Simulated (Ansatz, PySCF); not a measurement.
ReO₂F₃, SMILES [O]=[Re](=[O])([F])([F])[F], multiplicity 1.

The structure is a stationary point at B3LYP-D3(BJ)/def2-SVP. The spin state was assumed, not searched. The def2 effective core potentials stand for the cores of Re; spin–orbit coupling is left out.

Vertical ionisation energy (IE) and electron affinity (EA) in eV. Rows of orbital energies are one-electron estimates. Where ΔSCF, EOM or ADC give a negative EA the extra electron is unbound and the value depends on the basis.

```
level                                                                    IE    EA
--------------------------------------------------------------------  -----  ----
−ε(HOMO), −ε(LUMO), PBE0/def2-TZVP (PySCF)                            11.24  4.85
−ε(HOMO), −ε(LUMO), PBE/def2-TZVP (PySCF)                              9.42  5.43
ΔSCF, PBE0/def2-TZVPD (Ansatz), final states of multiplicity 2 and 2  13.29  2.65
ΔSCF, PBE/def2-TZVPD (Ansatz), final states of multiplicity 2 and 2     [?]   [?]
```

Fill in the missing entries. (Estimate from the structure and the level; the computed values follow.)


- ΔSCF, PBE/def2-TZVPD (Ansatz, an electronic-structure program), final states of multiplicity 2 and 2, IE: 12.89
- ΔSCF, PBE/def2-TZVPD (Ansatz), final states of multiplicity 2 and 2, EA: 2.04

What vertical singlet–triplet gap does ΔSCF give with PBE0/def2-TZVPD (Ansatz) and with PBE/def2-TZVPD (Ansatz)? (Estimate from the structure and the level; the computed values follow.)

3.77 and 4.05 eV (triplet above singlet where positive).
